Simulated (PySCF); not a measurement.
## Static response to an electric field

C4H7F3S.
Geometry (GFN2-xTB, Å), atoms numbered from 1 in this order:
```xyz
15
C4H7F3S angstrom
C     -2.178    0.124    0.506
C     -0.827    0.474   -0.109
C     -0.080   -0.792   -0.496
S      1.457   -0.472   -1.433
C      2.504    0.172   -0.089
F      2.194    1.428    0.254
F      2.400   -0.560    1.024
F      3.779    0.167   -0.459
H     -2.047   -0.488    1.395
H     -2.793   -0.425   -0.203
H     -2.704    1.032    0.789
H     -0.974    1.090   -0.997
H     -0.242    1.051    0.609
H     -0.671   -1.394   -1.186
H      0.178   -1.399    0.372
```

Level: PBE0/def2-SVPD (PySCF), static field, nuclei fixed, core orbitals frozen in the response. The polarisability tensor in these axes (au):

```
x   87.18  1.11 -4.34
y    1.11 64.88  2.34
z   -4.34  2.34 67.74
```

**Question.** Give the principal values, the mean and the anisotropy Δα = √{½[(α1 − α2)² + (α2 − α3)² + (α1 − α3)²]}.

**Answer.** Principal values 63.14, 68.54 and 88.12 au; mean 73.27 au = 10.86 Å³ = 12.08 × 10⁻⁴⁰ C²·m²/J; Δα = 22.77 au (31 % of the mean).

**Question.** What is the dipole moment, and where does it point?

**Answer.** (-2.57, -0.53, 0.15) D, 2.63 D in size, pointing from the negative to the positive side. Measured along this direction, the outermost atoms are F8 at the negative end and H10 at the positive end.

**Question.** What are the principal values of the traceless quadrupole moment, Θ = ½Σq(3rr − r²1), about the centre of nuclear charge?

**Answer.** -1.45, -1.13, 2.59 D·Å. The values depend on the origin, since the dipole doesn't vanish. The electronic extent ⟨r²⟩ about the same centre is 1325 bohr², a root-mean-square distance of 2.24 Å for the 74 electrons.

**Question.** Molar refractivity from α?

**Answer.** Lorentz–Lorenz: R = (4π/3)N_A α = 2.5225 cm³/(mol·Å³) × 10.86 Å³ = 27.4 cm³/mol, in the limit of long wavelengths.

**Question.** What would n − 1 = 2πNα be for an ideal gas of these molecules at 298.15 K and 1 atm, electronic part alone?

**Answer.** N = p/kT = 2.4615 × 10¹⁹ cm⁻³, so n − 1 = 2π × N × 10.86 × 10⁻²⁴ cm³ = 1679 × 10⁻⁶ at long wavelengths.

The structure is a single GFN2-xTB conformer in the gas phase; no vibrational or solvent corrections.
